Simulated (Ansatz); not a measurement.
`[GeH3][SiH2][GeH2][SiH2][GeH2][GeH3]` + `N=C1O[SiH2]1` → `[GeH3]/[N]=C1\O[SiH2]1` + `[GeH3][SiH2][GeH2][SiH2][GeH3]`  (cleavage of the Ge–Ge bond)

Gas-phase electronic energies from Ansatz, PBE0-D4/def2-TZVP geometries. CBS: MP2 limit from def2 TZ/QZ plus the TZ coupled-cluster correction, frozen cores. Functionals use def2-TZVPP. B3LYP here is the variant with VWN-RPA as its local correlation; programs differ in this. HSE06 is defined as in plane-wave codes. For Ge outer-core shells are correlated without core-valence functions, which leaves a few kJ/mol of doubt a bond. Scalar relativity is left out up to krypton. One conformer a species, not always the lowest.

```json
{"level": "PBE-D4", "ΔE (kJ/mol)": "37.9"}
{"level": "HSE06-D4", "ΔE (kJ/mol)": "37.5"}
{"level": "B3LYP", "ΔE (kJ/mol)": "22.7"}
{"level": "r2SCANh", "ΔE (kJ/mol)": "29.8"}
{"level": "HSE06", "ΔE (kJ/mol)": "33.1"}
{"level": "CCSD/def2-SVP", "ΔE (kJ/mol)": "20.2"}
{"level": "MP2/def2-TZVPP", "ΔE (kJ/mol)": "23.6"}
{"level": "MP2/CBS(def2)", "ΔE (kJ/mol)": "26.1"}
```

What does CCSD(T)/CBS give? (Best estimate.)

Ansatz gave: +29.3 kJ/mol. The listed levels differ from it by 8.6, 8.2, -6.6, 0.5, 3.8, -9.1, -5.7, -3.2 kJ/mol.

Largest T1 diagnostic among the species: 0.017.

Leaving LDA and LC-ωPBE aside and taking each functional with its dispersion term where it has one, the values, not all of them listed here, spread over 17.0 kJ/mol, from B97M-V to PBE-D4. LDA lies +5.4 kJ/mol from PBE without D4. In def2-TZVPP, CCSD(T) changes the Hartree–Fock value by +17.5 kJ/mol (the triples alone add +0.3 kJ/mol) and MP2 by +14.2 kJ/mol. At CCSD(T), def2-SVP lies −9.2 kJ/mol from the extrapolated value and def2-TZVPP −2.5 kJ/mol.
